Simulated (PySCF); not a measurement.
Compound: C7H9BO3.
Numbering: `[OH:1][CH2:2][c:3]1[cH:4][cH:5][c:6]([B:7]([OH:8])[OH:9])[cH:10][cH:11]1` (hydrogens: H12 on O1; H13, H14 on C2; H15 on C4; H16 on C5; H17 on O8; H18 on O9; H19 on C10; H20 on C11)

A GFN2-xTB structure was refined with PySCF 2.14.0, PBE0-D3(BJ)/def2-SVP geometry optimisation, gas phase. Its GFN2-xTB values:

```json
{"coordinate": "O1–C2", "GFN2-xTB": "1.413 Å"}
{"coordinate": "O1–H12", "GFN2-xTB": "0.964 Å"}
{"coordinate": "C2–C3", "GFN2-xTB": "1.508 Å"}
{"coordinate": "C2–H13", "GFN2-xTB": "1.102 Å"}
{"coordinate": "C3–C4", "GFN2-xTB": "1.390 Å"}
{"coordinate": "C4–C5", "GFN2-xTB": "1.382 Å"}
{"coordinate": "C4–H15", "GFN2-xTB": "1.083 Å"}
{"coordinate": "C5–C6", "GFN2-xTB": "1.395 Å"}
{"coordinate": "C5–H16", "GFN2-xTB": "1.083 Å"}
{"coordinate": "C6–B7", "GFN2-xTB": "1.583 Å"}
{"coordinate": "B7–O8", "GFN2-xTB": "1.362 Å"}
{"coordinate": "O8–H17", "GFN2-xTB": "0.955 Å"}
{"coordinate": "O1–C2–C3", "GFN2-xTB": "112.6°"}
{"coordinate": "C2–C3–C4", "GFN2-xTB": "119.8°"}
{"coordinate": "C2–C3–C11", "GFN2-xTB": "121.5°"}
{"coordinate": "C3–C4–C5", "GFN2-xTB": "120.6°"}
{"coordinate": "C5–C6–B7", "GFN2-xTB": "122.7°"}
{"coordinate": "C5–C6–C10", "GFN2-xTB": "117.3°"}
{"coordinate": "C6–B7–O8", "GFN2-xTB": "124.0°"}
{"coordinate": "O8–B7–O9", "GFN2-xTB": "117.7°"}
{"coordinate": "O1–C2–C3–C4", "GFN2-xTB": "-69°"}
{"coordinate": "C5–C6–B7–O8", "GFN2-xTB": "8°"}
```

Problem. How do these coordinates change at the PBE0-D3(BJ)/def2-SVP level?

Solution. 
```csv
coordinate,PBE0-D3(BJ)/def2-SVP (Å or °),change
O1–C2,1.399,-0.014
C6–B7,1.569,-0.014
C5–H16,1.096,+0.013
C4–H15,1.094,+0.011
C4–C5,1.391,+0.009
C3–C4,1.398,+0.008
C5–C6,1.403,+0.008
C2–H13,1.108,+0.006
O8–H17,0.961,+0.006
B7–O8,1.366,+0.004
C2–C3,1.509,+0.001
O1–H12,0.964,0.000
O1–C2–C3,114.0,+1.4
C2–C3–C11,120.4,-1.1
C2–C3–C4,120.9,+1.1
C6–B7–O8,123.4,-0.6
O8–B7–O9,118.2,+0.5
C5–C6–B7,122.3,-0.4
C3–C4–C5,120.4,-0.2
C5–C6–C10,117.5,+0.2
O1–C2–C3–C4,-155,-86
C5–C6–B7–O8,13,+5
```

The energy falls by 14.4 kJ/mol over 16 energy and gradient evaluations, the largest force component goes from 0.0136 to 3.8e-04 Eh/bohr, and the atoms move by 0.723 Å rms after alignment. Among the bonds, O1–C2, C6–B7, C5–H16, C10–H19 and C11–H20 change most and about equally (-0.014 to +0.014 Å). Bonds longer at the end by more than 0.005 Å: 15 of 20; shorter: 2. Among the dihedrals that turn most is H14–C2–C3–C4, from 173° to 87°. Rotational constants go from 3207, 521.5, 463.1 to 3197, 523.3, 456.7 MHz.

The run used 199 basis functions and 124 SCF cycles in all. Rough CPU time on one thread of a shared machine: about 13 min.

Whether it is a minimum is left open (no frequencies). The numbers are those of one conformer.
